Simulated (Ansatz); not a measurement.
`C[O][Ge][OH]`, charge 0, multiplicity 1.

(1) Give a relaxed structure at PBE0-D4/def2-TZVP (the Gaussian-basis code of Ansatz). (An estimate is asked.)

## Answers

(1) Computed: 
Cartesian coordinates in Å:
```
C -0.3037 -0.6722 0.9253
O -0.0149 -1.1181 -0.3825
Ge 0.4416 -0.1484 -1.7900
O 0.4020 1.4662 -0.9961
H 0.3986 -1.1348 1.6250
H -0.2343 0.4139 1.0178
H -1.3151 -0.9895 1.1957
H 0.6259 2.1829 -1.5952
```
Point group Cs.
